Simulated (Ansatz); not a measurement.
Geometry optimisation, RKS PBE/def2-SVP (Ansatz).

input.yaml

```yaml
crystal:
  periodic: [false, false, false]
  atoms:
    - { symbol: Ge, position_ang: [0.0, 0.0, 0.0] }
    - { symbol: H, position_ang: [0.0, 0.0, 1.55] }
    - { symbol: Cl, position_ang: [2.0935, 0.0, -0.7393] }
    - { symbol: Cl, position_ang: [-1.0456, 1.8115, -0.7393] }
    - { symbol: F, position_ang: [-0.7913, -1.3709, -0.5594] }
basis:
  gaussian: { orbitals: def2-SVP }
hamiltonian:
  xc: pbe
relax:
  f_tol: 0.02
  max_steps: 40
```

Run as:

```bash
$ ansatz run input.yaml --threads 2 --pin off --max-ram 3072MiB --backend cpu --events-out ev --progress --plain --runs-dir out
```

Where does it end, and by what steps?

The forces met the threshold. After 3 steps the energy has fallen by 0.147 eV; Cl3 moved furthest, 0.06 Å.

```csv
step,energy less start (eV),largest force component (eV/Å),accepted
0,0.0000,2.557,yes
1,-0.1253,0.993,yes
2,-0.1464,0.110,yes
3,-0.1468,0.007,yes
```

```xyz
5
Properties=species:S:1:pos:R:3
Ge 0.026 0.044 0.027
H 0.000 -0.001 1.565
Cl 2.033 0.004 -0.744
Cl -1.012 1.762 -0.744
F -0.789 -1.369 -0.592
```

Whether the end is a true minimum wasn't checked by a vibrational analysis.

Time of the run: 5.9 s on 2 threads of Arm Neoverse V1 (shared host), peak memory 0.13 GiB.
